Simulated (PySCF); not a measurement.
**Exercise with solution: chemical shift, span and skew from a shielding tensor**

N-methylpropan-2-imine (C₄H₉N), SMILES CN=C(C)C. Atoms are numbered in the order given.

```xyz
14

C     -0.1020    -0.9222     1.7082
N      0.5508     0.0600     0.8667
C      0.1049     0.2498    -0.3247
C      0.7887     1.2738    -1.1943
C     -1.0749    -0.4903    -0.9272
H     -0.0782    -1.9475     1.2689
H     -1.1773    -0.6851     1.8878
H      0.3982    -0.9707     2.6960
H      1.1767     0.8058    -2.1249
H      0.0730     2.0618    -1.5142
H      1.6244     1.7387    -0.6403
H     -1.9921    -0.3264    -0.3216
H     -0.8949    -1.5868    -0.9239
H     -1.2855    -0.1765    -1.9667
```

Coordinates come from a PBE-D3(BJ)/def2-SVP optimisation.

GIAO shieldings from PBE/pcSseg-1 run with PySCF, non-relativistic, no solvent. The symmetric part of the tensor of C3 has the principal values -100.9, -1.7, 116.3 ppm. The same nucleus in TMS has σ = 182.0 ppm at this level (PySCF, at its B3LYP-D3(BJ)/def2-TZVP geometry).

Work out the isotropic shielding, the ¹³C shift against TMS, the span and the skew.


σ(iso) = (σ11 + σ22 + σ33)/3 = 4.6 ppm. δ = σ(ref) − σ(iso) = 182.0 − (4.6) = 177.4 ppm.
Span Ω = σ33 − σ11 = 217.2 ppm. Skew κ = 3(σ(iso) − σ22)/Ω = 0.09. Tumbling in solution averages the tensor to δ; in a static solid the shielding alone would spread this spin-1/2 line over Ω.
